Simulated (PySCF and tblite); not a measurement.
The numbers below are computed, except where a source is named.
System: C₄H₅NO₃, numbered as in [O:1]=[CH:2][NH:3]/[CH:4]=[CH:5]/[O:6][CH:7]=[O:8].

Motion: rotation about the C4–N3 bond (torsion C5–C4–N3–C2 from -180° to 0°, rising). GFN2-xTB gives an electronic barrier of 8.1 kcal/mol and a reaction energy of 2.0 kcal/mol.

BP86/pcSseg-1 + D3(BJ) on GFN2-xTB geometries gives 6.9 kcal/mol and k(298 K) = 2.8×10⁸ s⁻¹.

**Question.** What does PBE0/6-311G** + D3(BJ) give on GFN2-xTB geometries?

**Answer.** A barrier of 6.3 kcal/mol, 0.6 below the first DFT barrier (from unrounded values), a reaction energy of 0.8 kcal/mol and, with GFN2-xTB thermal terms, ΔG‡(298 K) = 5.7 kcal/mol and k = 7.9×10⁸ s⁻¹ (2 equivalent paths).

Programs: tblite and PySCF.
